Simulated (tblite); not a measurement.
ClPb (SMILES [Cl][Pb+]), charge +1, singlet, at a GFN2-xTB geometry (such geometries of metal compounds can be far from the true shape); tblite with GFN1-xTB.

tblite was given this input:
```
$ tblite run mol.xyz --method gfn1 --charge 1 --spin 0 --efield 0,0,0.1 --json tblite.json --no-restart

# file mol.xyz
2

Pb    -0.00000000    -0.00000000    -0.40772011
Cl     0.00000000     0.00000000     1.96664995
```

**Question.** What does tblite print? Leave out banner, timings and long lists.

**Answer.** 
```
xTB calculator
 | screened Coulomb repulsion
 | Coulomb electrostatics
 |  * isotropic Klopman-Ohno-Mataga-Nishimoto electrostatics
 |  * onsite third-order electrostatics
 | DFT-D3(BJ) dispersion correction
 | Interactions (1)
 | [1] electric field

halogen bonding energy    0.0000000000000E+00 Eh
repulsion energy          4.1252378745405E-03 Eh
dispersion energy        -4.2013331732428E-04 Eh
interaction energy        0.0000000000000E+00 Eh
number of electrons       1.0000000000000E+01 e
integral cutoff           2.4921834820047E+01 bohr

------------------------------------------------------------
  cycle        total energy    energy error   density error
------------------------------------------------------------
      1     -5.267708594120  -5.2714137E+00   5.5531834E-01
      2     -5.399063597402  -1.3135500E-01   2.8987581E-01
      3     -5.440635184541  -4.1571587E-02   1.9638012E-01
      4     -4.986092469732   4.5454271E-01   6.8154263E-01
      5     -5.468949386991  -4.8285692E-01   2.0548437E-02
      6     -5.466491067338   2.4583197E-03   5.0146043E-02
      7     -5.468764959486  -2.2738921E-03   1.8080600E-02
      8     -5.468545143525   2.1981596E-04   2.2845192E-02
      9     -5.468877177241  -3.3203372E-04   1.4401457E-02
     10     -5.469067343480  -1.9016624E-04   5.2620221E-03
     11     -5.469095890690  -2.8547210E-05   9.0410509E-04
     12     -5.469096764996  -8.7430609E-07   3.8374984E-05
     13     -5.469096764853   1.4337065E-10   3.8604105E-05
     14     -5.469096766324  -1.4712223E-09   7.6760884E-08
------------------------------------------------------------

electronic energy        -5.4728018708812E+00 Eh
total energy             -5.4690967663239E+00 Eh

Post processing:
 | Mayer-Wiberg bond orders

[Info] JSON dump of results written to 'tblite.json'
```
